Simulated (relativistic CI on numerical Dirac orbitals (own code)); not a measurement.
# Radial parameters of Nd49+

Computed by Dirac-Coulomb-Breit CI, separate exchange-only KLI orbitals for each configuration, QED by a radiative potential, unscaled Slater integrals (own radial code, finite nucleus).

Slater integrals F^k, G^k are unscaled and averaged over j, outside the closed core [Ne]; ζ comes from projecting the Hamiltonian with its Breit term on Σ l·s of the shell.

- 3p: ζ(3p) = 752450 cm⁻¹; <r>(3p) = 0.2293, <r^2>(3p) = 0.06075 (bohr units).
- 3d: ζ(3d) = 102420 cm⁻¹; <r>(3d) = 0.2012, <r^2>(3d) = 0.04653 (bohr units).
- 4p: ζ(4p) = 307010 cm⁻¹; <r>(4p) = 0.4316, <r^2>(4p) = 0.2118 (bohr units).

Averages of the first 10 configurations, taken without configuration mixing, which lowers the lowest level and can move excited configurations by several eV; other configurations of the list can lie among them:

```
Configuration  Parity  States  Average energy above the lowest level (eV)
           3s    even       2                                         0.0
           3p     odd       6                                       210.0
           3d    even      10                                       420.2
           4s    even       2                                      1959.0
           4p     odd       6                                      2045.4
           4d    even      10                                      2127.4
           4f     odd      14                                      2165.4
           5s    even       2                                      2830.6
           5p     odd       6                                      2874.0
           5d    even      10                                      2914.6
```
